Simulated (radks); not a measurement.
Spherical jellium clusters: N electrons in a uniform positive sphere of charge N and radius rs N^(1/3), rs = 4.25 bohr. Level of theory: non-relativistic Kohn-Sham, PBE, spin-polarised, spherical densities (a radial shooting solver with Libxc functionals). Levels are named by radial order and angular momentum (1s, 1p, 1d, 2s, ...), and open shells are averaged over m. Each electron was tried in the lowest free levels, single moves between levels near the top were tried too, and the lowest total energy was kept; such a search can miss a lower state. The series stops at N = 12: beyond it a trial failed or the search could not be trusted, so later rows were left out. Energies include the self-energy of the background; IP and EA are vertical (highest electron removed, lowest free level filled), at fixed background; spill-out counts the electrons outside the background radius R, and alpha is the static dipole polarisability from linear response (closed shells only). A dash means not computed or, for alpha, an open shell; in EA it means that no bound solution was reached, which is typical of self-interaction and does not show that the anion is unstable. Real open-shell clusters deform, which this model forbids.

N        open shells  2S  E(N+1) + E(N-1) - 2E(N) (eV)  IP (eV)  EA (eV)  -e(HOMO) (eV)  spill-out (e)
1   1s(up 1, down 0)   1                             -        -        -          2.967           0.34
2               none   0                         0.882    4.959        -          3.048           0.51
3   1p(up 1, down 0)   1                        -0.630    3.724        -          2.135           0.79
4   1p(up 2, down 0)   2                        -0.403    4.240        -          2.613           0.94
5   1p(up 3, down 0)   3                         0.466    4.500        -          2.907           1.06
6   1p(up 3, down 1)   2                        -0.424    3.912        -          2.544           1.19
7   1p(up 3, down 2)   1                        -0.268    4.261    1.525          2.859           1.30
8               none   0                         1.059    4.455        -          3.067           1.39
9   1d(up 1, down 0)   1                        -0.267    3.330        -          2.079           1.55
10  1d(up 2, down 0)   2                        -0.216    3.574        -          2.327           1.68
11  1d(up 3, down 0)   3                        -0.179    3.756    1.338          2.522           1.79
12  1d(up 4, down 0)   4                             -    3.897        -          2.679           1.89

All shells are closed at N = 2, 8 (there: 1s2 1p6); the second difference of the energy has clear peaks (12 % above both neighbours; the first and last values, which can be the largest, are not judged, and half-filled shells can peak too) at N = 5, 8.
